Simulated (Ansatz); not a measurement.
Two structures of Si$_{2}$NH$_{8}$Cl, closed shell, reached by relaxing down either side of one saddle point (PBE0-D4/def2-TZVP). Energies are electronic, without zero-point energy. Program: Ansatz 0.2.0. Basis: def2-TZVPP and def2-QZVPP. Cores are frozen in the correlated methods. Extrapolation: Hartree–Fock as exp(−7.88 √X), correlation as X^−2.97. First:

```
12
angstrom
Si -1.3446 -1.1311 0.2016
Cl -0.1197 -2.4279 -0.8511
H -2.6603 -1.7993 0.2887
H -1.3804 0.1162 -0.5927
N -0.8267 -0.7548 1.7762
H 1.1022 0.6660 -2.2195
Si 1.4521 1.5178 -1.0580
H -0.9116 -1.4324 2.5167
H -0.0259 -0.1590 1.9151
H 1.5132 0.6806 0.1691
H 2.7779 2.1511 -1.2728
H 0.4239 2.5729 -0.8737
```

Second:

Si1  (-1.109, 0.321, 0.444)
Cl2  (0.918, -2.688, -1.281)
H3  (-2.027, -0.191, -0.608)
H4  (-1.804, 1.359, 1.253)
N5  (-0.689, -0.978, 1.492)
H6  (1.202, -1.443, -1.438)
Si7  (0.694, 1.383, -0.640)
H8  (-0.304, -1.819, 1.091)
H9  (-0.264, -0.776, 2.383)
H10  (1.677, 1.927, 0.338)
H11  (1.452, 0.417, -1.499)
H12  (0.254, 2.487, -1.537)
(Å)

Question: Which bonds change from the first to the second?

Answer: SiNH₄Cl ([NH2][SiH2][Cl]) + SiH₄ → Si₂NH₇ ([NH2][SiH2][SiH3]) + HCl; bonds formed: Si1–Si7, Cl2–H6; bonds broken: Si1–Cl2, H6–Si7.

Question: Give the saddle point's structure and its height above each. (An estimate is asked for; the value comes from the calculation.)

Answer: Computed: 241.0 kJ/mol above the first and 124.8 kJ/mol above the second (CCSD(T) at an estimated basis limit (MP2 extrapolated from triple and quadruple zeta, plus CCSD(T) − MP2 in triple zeta)).
| atom | x (Å) | y (Å) | z (Å) |
| --- | --- | --- | --- |
| Si1 | -0.8796 | -0.1907 | 0.2068 |
| Cl2 | 0.3778 | -2.1627 | -1.0983 |
| H3 | -1.9173 | -0.4587 | -0.8001 |
| H4 | -1.1353 | 1.1727 | 0.7825 |
| N5 | -0.6308 | -1.1357 | 1.5755 |
| H6 | 0.4978 | -0.4570 | -0.8479 |
| Si7 | 0.9622 | 1.2295 | -0.8749 |
| H8 | -0.2844 | -2.0779 | 1.5070 |
| H9 | -0.5512 | -0.7184 | 2.4870 |
| H10 | 1.5574 | 1.7396 | 0.3823 |
| H11 | 2.0130 | 0.8753 | -1.8609 |
| H12 | -0.0097 | 2.1841 | -1.4592 |

T1 diagnostic: at most 0.014.

Labels in which every atom is bracketed show which atoms are joined, not bond orders.

For scale, one of the runs: CCSD(T)/def2-TZVPP, 269 basis functions, launched by `ansatz run in.yaml --threads 4 --pin off --events-out ev --progress --plain --max-ram 9574MiB`. The run took 2.9 min on 4 CPU threads of an Intel Xeon (shared host), with 6.3 GiB of host memory at its peak.
